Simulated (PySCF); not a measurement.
Z-matrix (Å, degrees):
```
N
C 1 1.4183
H 2 1.0943 1 111.72
H 2 1.1000 3 109.31 1 127.43
H 2 1.1032 3 106.71 4 113.84
Si 1 1.7332 2 123.47 3 166.43
O 6 1.6380 1 109.87 2 -163.62
H 7 0.9588 6 116.71 1 -41.75
H 6 1.4859 7 105.61 8 -164.43
H 6 1.4924 9 110.41 7 121.34
```
Charge 0, spin multiplicity 2.

### Question
Estimate the dipole moment, highest occupied spin orbital and total energy that PBE-D3(BJ)/def2-TZVP // PBE0-D4/def2-TZVP in PySCF returns for this input.

### Answer

```yaml
dipole_moment: 1.54 D
highest_occupied_spin_orbital: -5.73 eV
total_energy: -12541.92 eV
```
